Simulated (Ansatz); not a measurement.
`N=C(I)O[SiH3]` → `N[Si]1(I)CO1`  (isomerisation)

Computed with Ansatz on PBE0-D4/def2-TZVP structures; ΔE is electronic, products minus reactants. CCSD(T)/CBS adds triple-zeta CCSD(T) − MP2 to the extrapolated MP2 energy (def2 sets, frozen cores). DFT in def2-TZVPP. B3LYP here is the variant with VWN-RPA as its local correlation; programs differ in this. HSE06 is defined as in plane-wave codes. def2 core potentials past Kr. For I outer-core shells are correlated without core-valence functions, which leaves a few kJ/mol of doubt a bond. Each species was taken in one conformer, which may not be the lowest.

`N=C(I)O[SiH3]`:

Z-matrix (Å, degrees):
```
Si
O 1 1.679
H 1 1.483 2 109.5
H 1 1.483 2 109.5 3 -120.3
H 1 1.475 2 104.4 3 119.9
C 2 1.335 1 124.5 3 60.1
I 6 2.105 2 110.3 1 -179.8
N 6 1.250 2 130.7 1 0.2
H 8 1.021 6 113.7 2 0.0
```

`N[Si]1(I)CO1`:

Z-matrix (Å, degrees):
```
Si
I 1 2.419
C 1 1.795 2 120.4
N 1 1.681 2 107.7 3 160.1
O 1 1.637 2 119.4 3 -60.7
H 3 1.088 1 122.8 2 157.7
H 3 1.088 1 122.6 2 -7.6
H 4 1.006 1 122.7 2 169.0
H 4 1.004 1 122.9 2 -8.0
```

```
             level  ΔE (kJ/mol)  difference from CCSD(T)/CBS
       LDA (SPW92)       -163.2                          4.9
            PBE-D4       -155.4                         12.7
           BLYP-D4       -132.0                         36.1
         r2SCAN-D4       -164.4                          3.7
            B97M-V       -162.7                          5.4
           PBE0-D4       -168.5                         -0.4
          B3LYP-D4       -146.0                         22.1
        r2SCANh-D4       -168.5                         -0.4
        r2SCAN0-D4       -174.0                         -5.9
          HSE06-D4       -168.7                         -0.6
          BHLYP-D4       -157.7                         10.4
           ωB97X-V       -162.0                          6.1
           ωB97M-V       -166.2                          1.9
            B2PLYP       -153.1                         15.0
          PBE-QIDH       -175.4                         -7.3
               PBE       -155.0                         13.1
            revPBE       -151.5                         16.6
              BLYP       -132.1                         36.0
            r2SCAN       -164.5                          3.6
              PBE0       -168.1                          0.0
             B3LYP       -145.4                         22.7
           r2SCANh       -168.5                         -0.4
             HSE06       -168.2                         -0.1
             BHLYP       -155.4                         12.7
         CAM-B3LYP       -152.6                         15.5
           LC-ωPBE       -180.4                        -12.3
RPA@PBE/def2-TZVPP       -139.7                         28.4
       HF/def2-SVP       -114.5                         53.6
      MP2/def2-SVP       -123.1                         45.0
     CCSD/def2-SVP       -113.5                         54.6
  CCSD(T)/def2-SVP       -107.5                         60.6
     HF/def2-TZVPP       -143.1                         25.0
   CCSD/def2-TZVPP       -157.4                         10.7
CCSD(T)/def2-TZVPP       -154.1                         14.0
     HF/def2-QZVPP       -144.0                         24.1
    MP2/def2-QZVPP       -177.9                         -9.8
SCS-MP2/def2-QZVPP       -165.0                          3.1
      HF/CBS(def2)       -144.2                         23.9
     MP2/CBS(def2)       -183.5                        -15.4
    CCSD/CBS(def2)       -171.5                         -3.4
       CCSD(T)/CBS       -168.1                            0
```

Largest T1 diagnostic among the species: 0.012.

Leaving LDA and LC-ωPBE aside and taking each functional with its dispersion term where it has one, the values spread over 43.4 kJ/mol, from PBE-QIDH to BLYP-D4. LDA lies −8.2 kJ/mol from PBE without D4. From r2SCAN to r2SCAN0 (25 % exact exchange), in def2-TZVPP and without D4, ΔE moves by −9.6 kJ/mol.

CCSD(T)/CBS has its own doubt, a few kJ/mol and more with outer-core shells, so smaller differences from it don't rank the levels.
